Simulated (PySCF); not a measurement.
**Levels along the 5-electron series**

One electron added to the closed shell [He] 2s2: EOM-EA-CCSD calculated with PySCF 2.14, two-component X2C-1e with screened spin-orbit coupling, each ion in its own even-tempered basis, nothing frozen, the virtual space cut to natural spinors and corrected at second order; no Breit or QED terms. Binding energy of 2p1/2 and energies of the other levels above it, in eV.

| ion | 2p1/2 binding | 2p3/2 − 2p1/2 | NIST ionisation energy |
| --- | --- | --- | --- |
| Pm(56+) | 12142.1 | 616.79 | 12136 ± 5 (t) |
| Sm(57+) | 12594.2 | 662.97 | 12588 ± 6 (t) |
| Eu(58+) | 13056.4 | 711.86 | 13050 ± 6 (t) |
| Gd(59+) | 13528.6 | 763.62 | 13521 ± 7 (t) |
| Tb(60+) | 14011.1 | 818.35 | 14003 ± 10 (t) |
| Dy(61+) | 14504.0 | 876.21 | 14495 ± 12 (t) |
| Ho(62+) | 15007.5 | 937.32 | 14998 ± 15 (t) |
| Er(63+) | 15521.8 | 1001.9 | 15511 ± 19 (t) |
| Tm(64+) | 16047.0 | 1069.9 | 16036 ± 24 (t) |
| Yb(65+) | 16583.3 | 1141.7 | 16570 ± 30 (t) |

Each ion has its own basis, which adds noise of up to about 0.1 % of the binding energies along the series.

The 2p interval goes from 616.8 to 1142 eV, as Z to the power 4.47; a hydrogen-like ion gives 4, and the power is higher where the screened charge Z − σ still grows faster than Z or where Zα is large.

NIST values marked (s) are semi-empirical, (t) theoretical.
